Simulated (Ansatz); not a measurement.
Si₂₁OH₃₂⁺. The state is a doublet with charge 1. Geometry PBE-D4/def2-SVP, that of the neutral singlet.

Cartesian coordinates in Å:
```
Si -2.7629 -0.6413 2.7452
Si -0.2931 -4.2197 -0.8529
Si 0.0713 -1.3947 -3.2314
Si -3.4302 2.3347 0.4087
Si -1.6872 1.8631 -2.6646
O -2.0600 -0.9551 -0.6164
Si 1.3092 -1.3062 2.3359
Si 2.1535 -1.5024 0.1352
Si 0.0125 1.4762 0.6955
Si 2.0247 1.7234 -2.4751
Si 4.1428 1.5263 1.1166
Si -1.7634 -2.6127 0.0094
Si -3.2113 -0.0144 0.5197
Si -0.5427 -0.3834 3.4579
Si -1.8961 -0.4673 -2.3600
Si 2.0029 -3.7611 -0.5026
Si 1.9123 -0.5814 -2.0165
Si -3.6315 2.8864 -1.8615
Si -1.4905 3.1091 1.5103
Si 0.1515 2.5938 -1.3833
Si 4.3402 -0.7926 0.6514
Si 1.9975 2.4265 1.6199
H -3.6214 0.3392 3.5120
H -3.2913 -2.0226 3.0355
H -0.7653 -5.1851 0.2233
H -0.7338 -4.7869 -2.1738
H 0.0992 -0.8013 -4.6202
H 0.0346 -2.8937 -3.3827
H -4.7656 2.4544 1.1191
H -1.5433 1.9296 -4.1704
H 1.4847 -2.7270 2.8500
H 2.4290 -0.5218 2.9992
H 2.0173 1.8455 -3.9812
H 3.3266 2.2762 -1.9582
H 4.7258 2.2445 -0.0763
H 5.0572 1.8251 2.2838
H -3.1551 -3.1773 0.0859
H -1.2533 -2.3470 1.3955
H -4.4834 -0.6857 0.0466
H -0.4831 -1.0889 4.8051
H -0.2941 1.0735 3.7339
H -3.1594 -1.0489 -2.9461
H 2.7142 -4.0159 -1.8076
H 2.4754 -4.7648 0.5187
H 3.0883 -1.2651 -2.6872
H -4.8887 2.3131 -2.4665
H -3.6024 4.3758 -2.0847
H -1.3026 4.5772 1.1955
H -1.8145 3.0056 2.9840
H 0.1468 4.1083 -1.4550
H 4.8540 -1.5479 1.8512
H 5.2833 -1.0350 -0.5022
H 1.9096 2.3397 3.1289
H 2.1619 3.9000 1.3024
```

Single mean-field runs in def2-SVP are fitted with def2-universal-jkfit.

(1) Estimate the α-spin orbital energies around the gap (eV) in Ansatz with PBE-D4/def2-SVP, r2SCAN-D4/def2-SVP, r2SCANh-D4/def2-SVP, PBE0-D4/def2-SVP, ωB97M-V/def2-SVP.

Answers

(1) 
```tsv
orbital	PBE-D4/def2-SVP	r2SCAN-D4/def2-SVP	r2SCANh-D4/def2-SVP	PBE0-D4/def2-SVP	ωB97M-V/def2-SVP
HOMO−5	-9.53	-9.84	-10.21	-10.58	-12.43
HOMO−4	-9.36	-9.68	-10.05	-10.42	-12.26
HOMO−3	-9.31	-9.61	-9.97	-10.34	-12.16
HOMO−2	-9.13	-9.42	-9.77	-10.11	-11.87
HOMO−1	-8.99	-9.33	-9.68	-10.03	-11.78
HOMO	-8.88	-9.18	-9.53	-9.87	-11.61
LUMO	-6.11	-6.05	-5.79	-5.42	-3.66
LUMO+1	-5.12	-5.07	-4.83	-4.49	-2.82
LUMO+2	-4.86	-4.78	-4.54	-4.20	-2.51
LUMO+3	-4.75	-4.66	-4.41	-4.08	-2.41
LUMO+4	-4.66	-4.56	-4.30	-3.96	-2.28
LUMO+5	-4.63	-4.52	-4.26	-3.91	-2.23
β HOMO	-8.89	-9.16	-9.50	-9.86	-11.62
β LUMO	-8.11	-7.97	-7.74	-7.51	-6.03
```
